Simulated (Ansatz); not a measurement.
Ansatz (an electronic-structure program) input:

Ansatz 0.2 input:
```yaml
crystal:
  periodic: [false, false, false]
  atoms:
    - {symbol: O, position_ang: [-1.51212406, -0.24523112, 0.09712857]}
    - {symbol: Al, position_ang: [0.02467398, 0.45626519, -0.00763528]}
    - {symbol: O, position_ang: [1.37864559, -0.56648654, -0.07798524]}
    - {symbol: H, position_ang: [-1.66828276, -1.19047481, 0.11946584]}
    - {symbol: H, position_ang: [0.12990355, 2.01734844, -0.03505042]}
    - {symbol: H, position_ang: [2.28544525, -0.26457977, -0.13830341]}
basis:
  gaussian:
    orbitals: def2-TZVPD
hamiltonian:
  xc: {name: wB97X-V}
total_charge: 1
magnetization: {spin_polarized: true, initial_magnetization: 1}
```

Task: Predict the final energy.

Result: -394.34476 Eh (wB97X-V/def2-TZVPD). The basis has 150 functions.

This state (charge 1, doublet) is run at the relaxed geometry of the species with charge 0 and multiplicity 1.
